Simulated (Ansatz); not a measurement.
Pulling on the B1–H2 bond in BH2I (SMILES BI) (multiplicity 1 held, fragments rigid). Energies count from the point at 1.183 Å.
Geometry at that point (charge 0, multiplicity 1):
```json
[
 {"atom": "B", "x (Å)": "-1.0069", "y (Å)": "-1.5282", "z (Å)": "0.2633"},
 {"atom": "H", "x (Å)": "-0.6251", "y (Å)": "-2.3051", "z (Å)": "1.0692"},
 {"atom": "H", "x (Å)": "-1.9865", "y (Å)": "-1.6589", "z (Å)": "-0.3861"},
 {"atom": "I", "x (Å)": "0.1443", "y (Å)": "0.2190", "z (Å)": "-0.0377"}
]
```

Restricted levels (R-, RO-) in cc, def2 and unpolarised 6-31G sets keep to the state of the molecule at rest. Unrestricted levels (U-) break spin symmetry where that is lower. Levels need not reach the same state.

Programs: Ansatz (Gaussian orbitals). Each number belongs to the level named beside it. In def2 rows elements past Kr take small-core potentials, without spin–orbit coupling.

Task: One of these levels gives 725.0 kJ/mol for the energy at R = 3.784 Å. Which?
(A) U-r2SCAN/def2-TZVPP
(B) R-HF/def2-TZVPP
(C) R-PBE/def2-TZVPP
(D) U-HF/def2-TZVPP

Result: B, R-HF/def2-TZVPP. The others give 365.9 (U-HF/def2-TZVPP), 531.2 (R-PBE/def2-TZVPP), 431.7 (U-r2SCAN/def2-TZVPP)

Doubts at one or more of the structures used: a restricted determinant that unrestricted orbitals would lower (R-HF/def2-TZVPP, R-PBE/def2-TZVPP); a spin-contaminated determinant (U-HF/def2-TZVPP, U-r2SCAN/def2-TZVPP).

Ansatz is a quantum-chemistry and plane-wave program.
